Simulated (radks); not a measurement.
Q: Valence configurations of neutral caesium (all share [Xe]). Calculated with a radial shooting solver on a logarithmic mesh with Libxc functionals: scalar-relativistic Kohn-Sham, r2SCAN, spin-polarised, spherical densities, finite nucleus; open shells are filled with parallel spins first (spin-orbit coupling, left out, can overturn this in heavy ions); meta-GGA in the generalised Kohn-Sham scheme; Fermi nuclear charge, rms radius 4.8041 fm. Order these by energy: 6s1; 6p1; 5d1.

A: From the lowest, in eV above it: 6s1 0.000; 6p1 1.374; 5d1 1.788. NIST lists [Xe] 6s1 as the ground configuration; this level of theory agrees among the configurations tried. The energies are those of spherical high-spin densities, not of single terms. No valid solution was reached for [Xe] 4f1; [Xe] 4f0.5 6s0.5; [Xe] 4f0.5 5d0.5.
